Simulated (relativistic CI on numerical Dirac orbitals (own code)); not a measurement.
Hyperfine structure of Er20+, mass number 167

Method of calculation: Dirac-Coulomb-Breit CI, orbitals from a KLI potential per configuration, model QED (radiative potential, 1s self-energy scaled to tabulated hydrogen-like ionisation energies), unscaled Slater integrals (own radial code, finite nucleus).

Configurations in the expansion (outside the closed core [Ar] 3d10 4s2): 4p6 4d10 4f2, 4p6 4d10 4f 5s, 4p6 4d10 5s2, 4p6 4d10 4f 5p, 4p6 4d9 4f3, 4p6 4d10 5s 5p, 4p6 4d10 5p2, 4p6 4d10 5s 5d, 4p6 4d10 4f 5d, 4p6 4d10 5p 5d, 4p5 4d10 4f3, 4p6 4d9 4f 5s2, 4p6 4d10 4f 5f, 4p6 4d9 4f2 5s, 4p6 4d10 5d2, 4p6 4d9 4f 5s 5p. Levels of other configurations are missing.

Nuclear spin I = 7/2, μ = -0.5623 μN, Q = 3.57 b (tables of Stone and Pyykkö). The electronic factors are computed for point nuclear moments, without core polarisation or the Bohr-Weisskopf and QED corrections.

```csv
Level,E (eV),A (MHz),B (MHz)
4p6 4d10 4f2 3H_4,0.0000,-404.2,8850
4p6 4d10 4f2 3H_5,1.5330,-290.5,9560
4p6 4d10 4f2 3F_2,1.7925,-396.3,-3010
4p6 4d10 4f2 3F_3,2.8837,-258.3,-2790
4p6 4d10 4f2 3H_6,2.9619,-231.6,10800
4p6 4d10 4f2 3F_4,4.7932,-222.5,-736
4p6 4d10 4f2 1D_2,6.3657,-251.3,-5790
4p6 4d10 4f2 1I_6,7.7959,-283.7,21000
```

Levels with J = 0, under 50 % of one LS term, or S terms without an open s electron are left out. Small factors come from cancelling terms and can be off by tens of per cent or more.

At this charge transitions that keep the count of f electrons are usually good to a few per cent. Terms inside the open d or f shell come out 10 to 20 % too wide with unscaled integrals. Levels that differ in their count of f electrons can be misplaced by several ten thousand cm⁻¹, since the correlation energy of f electrons is missing or only estimated; rates across such gaps can be off by orders of magnitude.

Problem. Give the hyperfine levels of 4p6 4d10 4f2 3H_4 relative to its centre of gravity.

Solution. With K = F(F + 1) − I(I + 1) − J(J + 1), E = AK/2 + B[¾K(K + 1) − I(I + 1)J(J + 1)]/[2I(2I − 1)J(2J − 1)]: F = 1/2: 11420, F = 3/2: 9697, F = 5/2: 7049, F = 7/2: 3816, F = 9/2: 473.1, F = 11/2: -2371, F = 13/2: -3971, F = 15/2: -3446 MHz.

LS names give the leading component of a level, which can be under half, so a name can repeat, a term be missing and a line seem to break the LS rules.
